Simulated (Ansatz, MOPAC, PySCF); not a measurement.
Complex: hydrogen isocyanide (SMILES [C-]#[NH+]) (first 3 atoms) with hydrogen isocyanide (SMILES [C-]#[NH+]); geometry from B3LYP-D3(BJ)/def2-TZVP, rigid monomers moved along the line of their centres of mass till H3···C4 is 3.70 Å.
(charge 0, multiplicity 1):
```xyz
6

C     -0.217     0.394    -1.131
N     -0.116     0.330     0.026
H     -0.028     0.275     1.036
C      0.291     0.074     4.713
N      0.391     0.012     5.865
H      0.478    -0.041     6.859
```

Interaction energies are E(AB) − E(A) − E(B) at the monomers' geometry in the complex; basis-set methods are counterpoise corrected. Rows marked so take none.

Frozen-core correlation. Rows in 3-21G, 6-311+G** carry no dispersion term and start afresh at each structure. The state reached by AM1 isn't checked.

Programs: Ansatz (Gaussian basis) for Hartree–Fock, density functionals and correlated methods; MOPAC for AM1 (differences of heats of formation); PySCF for 3-21G rows, 6-311+G** rows, the dispersion terms. Values without a source in brackets are computed.

```json
[
 {"level": "AM1", "interaction energy (kcal/mol)": "-1.23"},
 {"level": "B3LYP/3-21G (no counterpoise)", "interaction energy (kcal/mol)": "-2.39"},
 {"level": "B3LYP/6-311+G** (no counterpoise)", "interaction energy (kcal/mol)": "…"},
 {"level": "PBE0/def2-TZVPPD", "interaction energy (kcal/mol)": "-2.28"},
 {"level": "PBE0-D4/def2-TZVPPD", "interaction energy (kcal/mol)": "-2.39"},
 {"level": "wB97M-V/def2-TZVPPD", "interaction energy (kcal/mol)": "-2.29"},
 {"level": "SCS-MP2/aug-cc-pVDZ", "interaction energy (kcal/mol)": "-2.55"},
 {"level": "SCS-MP2/aug-cc-pVTZ", "interaction energy (kcal/mol)": "-2.51"},
 {"level": "CCSD/aug-cc-pVTZ", "interaction energy (kcal/mol)": "-2.35"}
]
```

Q: Some entries are withheld; supply them.

A: 
- B3LYP/6-311+G** (no counterpoise), interaction energy (kcal/mol): -2.19

Ansatz is an electronic-structure program.
